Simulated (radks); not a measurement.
Values are calculated unless marked as measured or tabulated.
Effect of the nuclear size on neutral ruthenium, [Kr] 4d7 5s1. Level of theory: Dirac Kohn-Sham, relativistic LDA (MacDonald-Vosko exchange, VWN5 correlation), spin-unpolarised, spherical densities, finite nucleus; open shells fill j = l - 1/2 first; Fermi nuclear charge, rms radius 4.4809 fm (a radial shooting solver on a logarithmic mesh with Libxc functionals). The rms radius is varied about that value; shifts are against it.

| rms radius (fm) | total energy shift (eV) | density at nucleus (e/bohr^3) | 1s1/2 shift (meV) | 2s1/2 shift (meV) | 3p1/2 shift (meV) | 4s1/2 shift (meV) | 4p1/2 shift (meV) |
|---|---|---|---|---|---|---|---|
| 3.755 | -0.575 | 1.112e+05 | -241 | -26.3 | 0.333 | -0.840 | 0.062 |
| 4.3285 | -0.128 | 1.093e+05 | -53.8 | -5.86 | 0.074 | -0.187 | 0.014 |
| 4.4809 | 0 | 1.089e+05 | 0.000 | 0.000 | 0.000 | 0.000 | 0.000 |
| 4.7453 | 0.232 | 1.081e+05 | 97.2 | 10.6 | -0.134 | 0.338 | -0.025 |
| 4.9469 | 0.416 | 1.076e+05 | 175 | 19.0 | -0.241 | 0.608 | -0.045 |

Slopes of the eigenvalues against <r^2> in GHz/fm^2, as finite differences over the two radii next to the reference (eigenvalue slopes, not the field-shift constants of lines): 1s1/2 9650, 2s1/2 1050, 3p1/2 -13.3, 4s1/2 33.6, 4p1/2 -2.47.
